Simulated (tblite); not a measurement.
Compound: C₃H₃F₃O.
Numbering: `[CH2:1]=[CH:2][O:3][C:4]([F:5])([F:6])[F:7]` (hydrogens: H8, H9 on C1; H10 on C2)

Computed with GFN2-xTB (tblite), gas phase: nudged elastic band of 9 images (0 to 8), spring 0.2 eV/Å², climbing image at the end, force threshold 0.05 eV/Å. The top image wasn't refined or checked by frequencies; at this threshold it can lie a kcal/mol or more above the true saddle point of the method.

The band describes a rotation about C4–O3 (CF3 carbon, ether oxygen), followed by the dihedral F7–C4–O3–C2, from the optimised start (61°) to a second optimised geometry at -179°.

Q: How does the energy change from image to image?

A: 
```
image  dihedral (°)  E (kcal/mol)  C4–O3 (Å)  F7···C2 (Å)  largest true force (eV/Å)
    0            61          0.00      1.321         2.84                       0.01
    1            73          0.67      1.321         2.96                       0.06
    2            87          2.03      1.321         3.10                       0.07
    3           105          3.34      1.321         3.25                       0.06
    4           125          3.80      1.321         3.36                       0.04
    5           145          3.09      1.321         3.44                       0.07
    6           161          1.75      1.320         3.47                       0.08
    7           172          0.51      1.321         3.48                       0.06
    8          -179          0.00      1.321         3.47                       0.01
```

Barriers of this band. The top is image 4 at 125°: 3.8 kcal/mol in either direction, as the ends lie within 0.002 eV of each other. The central bond keeps its length to 0.001 Å.

Q: What rate follows at 200 K for crossing this barrier forward?

A: Taking the electronic barrier for the free energy of activation (no zero-point or entropy terms, transmission 1), rate = (kT/h)·exp(−ΔE/kT) ≈ 3 × 10^8 s⁻¹, whose inverse is 3 × 10^-9 s. An error of 1 kcal/mol in the barrier changes this by a factor of 12, and the method and the loose band can each miss by that much or more.

Q: How long is the path, and how are the images spaced?

A: Cartesian distances between aligned neighbours (all atoms, Å): 0.46, 0.48, 0.50, 0.49, 0.51, 0.50, 0.47, 0.41; the sum is 3.84 Å, and the top lies 51 % of the way along.

The cost below is that of the whole band run. The run took about 7 s of CPU time (one thread, shared machine).
